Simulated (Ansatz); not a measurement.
```yaml
crystal:
  periodic: [false, false, false]
  atoms:
    - {symbol: C, position_ang: [-1.133864, -0.182684, 0.409781]}
    - {symbol: C, position_ang: [0.296018, 0.113701, 0.618485]}
    - {symbol: C, position_ang: [1.275872, -1.008199, 0.116445]}
    - {symbol: Ge, position_ang: [1.084993, 1.589639, -0.574334]}
    - {symbol: O, position_ang: [-0.548226, 2.198375, -1.397502]}
    - {symbol: H, position_ang: [-1.784545, 0.644669, 0.746043]}
    - {symbol: H, position_ang: [-1.327955, -0.375128, -0.729619]}
    - {symbol: H, position_ang: [-1.468436, -1.189383, 1.035845]}
    - {symbol: H, position_ang: [0.562419, 0.311703, 1.371929]}
    - {symbol: H, position_ang: [2.402802, -0.942927, 0.084930]}
    - {symbol: H, position_ang: [1.186389, -1.255094, -0.892978]}
    - {symbol: H, position_ang: [1.138688, -1.922228, 0.654660]}
    - {symbol: H, position_ang: [-1.280202, 1.731665, -1.466088]}
basis:
  gaussian: {orbitals: def2-mTZVPP, point_charges: [{charge: 1.00, position_ang: [6.038, 0.785, 0.141]}]}
hamiltonian: {xc: {name: CAM-B3LYP}, dispersion: d4, pseudopotentials: {relativity: none}}
relax: {f_tol: 0.001, max_steps: 1}
output: {forces: true}
```

```sh
$ ansatz run in.yaml --threads 4 --pin off --events-out ev --progress --plain --max-ram 11315MiB
```

Output, abridged:

```
Functional definition: CAM-B3LYP
1579 factors; integrals over basis functions are off by at most 4.1e-4 eV
497 factors; integrals over basis functions are off by at most 3.6e-7 eV
mean field evaluation 1: about -61793.3861 eV, gradient 8.0e1 eV
mean field evaluation 2: about -61775.7133 eV, gradient 1.2e2 eV
mean field evaluation 4: about -61805.9927 eV, gradient 7.3e0 eV
mean field evaluation 8: about -61806.1315 eV, gradient 1.2e-1 eV
mean field evaluation 16: about -61806.1316 eV, gradient 1.9e-4 eV
mean field -61806.13156092 eV, -2271.3334411632 hartree, gradient 6.7e-5 eV, S^2 0.000000; 0 other end points of the search recorded, 0 dependent functions left out
reference -61806.13168552 eV, -2271.3334457421 hartree; 33, 33 occupied and 124, 124 virtual orbitals, 1579 factors
relax step   1: F+E_penalty+E_count = -61806.37989371 eV  Δ(F+E_penalty+E_count) = +0.000e0 eV  max|allowed force component| = 1.973e1 eV/Å  Δτ_max = 0.0000 Å  (30 SCF iters, accepted)
Error: geometry relaxation did not converge after 1 steps: max|allowed force component| = 1.97e1 eV/Å (threshold 1.0e-3). Raise `relax.max_steps` over both its present limit and 1, loosen `relax.f_tol`, or start from a geometry closer to equilibrium. Where this run's directory can be resumed (`checkpoint.write`), a resume goes on for up to `relax.max_steps` more
```

Question: Something in this input is off. What?

Answer: The relaxation is allowed too few steps for its threshold. No converged result was reached.
